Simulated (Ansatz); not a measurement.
Molecule: C$_{2}$H$_{6}$BrGa (charge 0, singlet). 
Coordinates optimised at B3LYP-D3(BJ)/def2-TZVP (Ansatz, a first-principles code):
```
Ga
C 1 1.9690
H 2 1.0896 1 111.97
H 2 1.0909 3 109.29 1 -121.24
H 2 1.0909 3 109.29 4 -117.52
C 1 1.9690 2 132.81 3 0.00
H 6 1.0896 1 111.97 2 0.00
H 6 1.0909 7 109.29 1 121.24
H 6 1.0909 7 109.29 8 117.52
Br 1 2.3420 2 113.59 3 180.00
```
Charge 0, spin multiplicity 1.

Property: atomisation energy (electronic, to ground-state atoms), in kJ/mol. Correlated levels leave the core frozen unless marked. UHF or UKS for open shells. No spin-orbit coupling. Frozen are the shells of the preceding noble gas and the d and f shells that filled before the atom's block. Non-relativistic. The coupled-cluster limit lacks core correlation, which all-electron functionals hold. Basis-set limits of correlation are two-point, X^-3; Hartree-Fock from the larger set.

| level | program | atomisation energy (kJ/mol) |
|---|---|---|
| PBE/def2-TZVPD | Ansatz | 3441.9 |
| revPBE-D4/def2-TZVPD | Ansatz + dftd4 | 3386.4 |
| r2SCAN/def2-TZVPD | Ansatz | 3443.1 |
| PBE0-D4/def2-TZVP | Ansatz + dftd4 | 3436.7 |
| PBE0-D4/def2-TZVPD | Ansatz + dftd4 | 3438.1 |
| r2SCAN0-D4/def2-TZVPD | Ansatz + dftd4 | 3420.3 |
| CAM-B3LYP/def2-TZVPD | Ansatz | 3408.7 |
| MP2/6-31G* | Ansatz | 3137.3 |
| MP2/aug-cc-pVDZ | Ansatz | 3248.1 |
| MP2/aug-cc-pVTZ | Ansatz | 3394.4 |
| SCS-MP2/aug-cc-pVDZ | Ansatz | 3228.3 |
| CCSD/STO-3G | Ansatz | 3334.5 |
| CCSD/6-31G* | Ansatz | 3085.5 |
| CCSD/cc-pVDZ | Ansatz | 3150.8 |
| CCSD(T)/CBS(aug-cc-pVTZ,aug-cc-pVQZ) | Ansatz | 3426.3 |
